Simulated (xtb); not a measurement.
Here is a job for xtb.
```
$ xtb mol.xyz --gfn 2 --opt vtight --json

# file mol.xyz
4

Sb     0.06380215     0.00120556     0.88732617
Cl    -1.76334282    -0.96217005    -0.28635321
Cl     0.04326934     2.05717472    -0.29291593
Cl     1.74340064    -1.04355736    -0.29343314
```

Problem. Give the dipole moment at the level GFN2-xTB in xtb 6.7.1.

Solution. 2.81 D

Problem. Give the HOMO-LUMO gap at the level GFN2-xTB.

Solution. 4.38 eV

Problem. What is the computed total energy at the end of the optimisation (GFN2-xTB)?

Solution. -16.018001 Ha
